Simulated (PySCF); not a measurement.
Work out the structure from these simulated measurements.

Elements present: C, Cl, H, O and Si. Monoisotopic mass: 109.9955 u.

- Dipole: 2.59 D [wB97X-D/def2-SVPD]
- Rotational structure: rotational constants A, B, C: 9.248, 1.262, 1.142 GHz [PBE0-D3(BJ)/def2-SVP]
- 1H NMR: chemical shifts (computed TMS as zero) by class: 5.32 (2 H), 3.72 (2 H), 1.34 (3 H) ppm [GIAO PBE0/pcSseg-1]
- NMR, other nuclei: isotropic shieldings of nuclei other than C and H, by class: 280 (1 O), 360 (1 Si), 930 (1 Cl) ppm [GIAO PBE0/pcSseg-1]
- UV, first state: lowest singlet excitation: 7.35 eV (169 nm, f = 0.009) [TDDFT wB97X-D/def2-SVPD]
- Triplet: lowest triplet excitation (Tamm–Dancoff): 7.12 eV [TDA wB97X-D/def2-SVPD]
- Valence photoelectron: vertical ionisation energy: 10.57 eV [ΔSCF wB97X-D/def2-SVPD]
- XPS: Si2p3/2 108.3, Cl2p3/2 206.1, C1s 290.9, C1s 292.7, O1s 538.3, Si1s 1848.3, Cl1s 2828.6 eV [ΔSCF SCAN, pcX-2 on the ionised atom, pcseg-1 elsewhere, spin-free X2C, 2p3/2 from a spin–orbit splitting computed afterwards within the 2p shell]
- 13C NMR: chemical shifts (computed TMS as zero) by class: 61.0 (1 C), 19.8 (1 C) ppm [GIAO PBE0/pcSseg-1]
- Polarisability: 68.9 au [wB97X-D/def2-SVPD]

Gas-phase values; electronic properties from PySCF, density fitting. Levels stand in brackets. Geometry: PBE0-D3(BJ)/def2-SVP, one conformer, isolated molecule. NMR classes are plain means over equivalent atoms (diastereotopic ones count apart unless rotation or inversion swaps them), as if these changed places fast.

Task: Which formula fits the mass and the elements?

Result: C2H7ClOSi (calculated 109.9955). No other formula that holds each of these elements comes within 0.0003 u with a fitting electron parity and a possible valence count.

Task: What is the compound? Reason from the data.

Result: Numbering: `[CH3:1][CH2:2][O:3][SiH2:4][Cl:5]`. Its formula, C2H7ClOSi, gives 0 degrees of unsaturation, so no ring and no π bond. 2 carbons fall into 2 classes; from least to most shielded: sp3 carbon bound to oxygen [C2] (61.0 ppm), methyl carbon [C1] (19.8 ppm). Hydrogen classes from least to most shielded: 2 H on a chlorine-bound silicon, Si4 (5.32 ppm), 2 H on an sp3 carbon bound to oxygen, C2 (3.72 ppm), 3 H on a methyl carbon, C1 (1.34 ppm, a mean of values up to 0.6 ppm apart in this geometry). The other shieldings belong to: 280 ppm, silyl ether oxygen [O3]; 360 ppm, chlorine-bound silicon [Si4]; 930 ppm, silicon-bound chlorine [Cl5]. The core levels belong to: Si2p3/2 108.3 eV, chlorine-bound silicon [Si4]; Cl2p3/2 206.1 eV, silicon-bound chlorine [Cl5]; C1s 290.9 eV, methyl carbon [C1]; C1s 292.7 eV, sp3 carbon bound to oxygen [C2]; O1s 538.3 eV, silyl ether oxygen [O3]; Si1s 1848.3 eV, chlorine-bound silicon [Si4]; Cl1s 2828.6 eV, silicon-bound chlorine [Cl5]. The first electron is taken from the HOMO, whose largest Löwdin shares are 0.44 on the silyl ether oxygen, 0.13 on the chlorine-bound silicon, 0.11 on the sp3 carbon bound to oxygen and 0.08 on an Si–H hydrogen. By its constants the optimised geometry is an asymmetric top. Structure: `CCO[SiH2]Cl`. Computed isomers that give other values at the same levels: `C[C@@H](Cl)[SiH2]O` (rotational constant A: 3.982 GHz; this holds for the one conformer computed). The assignments are read from this structure; whether some other isomer fits the data as well wasn't checked.

Conformer computed: `[CH3:1][CH2:2][O:3][SiH2:4][Cl:5]`: C1–C2–O3–Si4 173°, C2–O3–Si4–Cl5 -173°.
